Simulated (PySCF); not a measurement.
Input for PySCF:
```python
from pyscf import gto, scf, mcscf, mrpt
import numpy

mol = gto.Mole()
mol.atom = '''
    F    -1.06190000   -0.75210000   -0.03080000
    C    -0.00280000    0.07300000    0.00700000
    F     1.11210000   -0.67040000   -0.10770000
    H     0.01150000    0.58700000    0.97830000
    H    -0.05900000    0.76250000   -0.84670000
'''
mol.basis = 'def2-svp'
mol.spin = 2
mol.verbose = 4
mol.build()

mf = scf.ROHF(mol)
mf.kernel()
mc = mcscf.CASCI(mf, 3, 2)
mc.fix_spin_(ss=2.0)
mc.kernel()
occ = numpy.linalg.eigvalsh(mc.fcisolver.make_rdm1(mc.ci, mc.ncas, mc.nelecas))[::-1]
ss = mc.fcisolver.spin_square(mc.ci, mc.ncas, mc.nelecas)[0]
print('natural occupations', occ.round(4), ' <S^2>', round(ss, 4))
e2 = mrpt.NEVPT(mc).kernel()
print('E(NEVPT2) = %.10f' % (mc.e_tot + e2))
```

What does this run give for the number of basis functions, SCF-reference Mulliken (on the basis functions themselves) charges in atom order, total energy, NEVPT2 correction?


```yaml
number_of_basis_functions: 52
SCF-reference Mulliken (on the basis functions themselves) charges in atom order: F1 -0.24, C2 1.14, F3 -0.24, H4 -0.33, H5 -0.34
total_energy: -237.842435 Ha
NEVPT2 correction: -0.5385 Eh
```

These values belong to the state on which the SCF converged, which isn't shown to be the lowest.
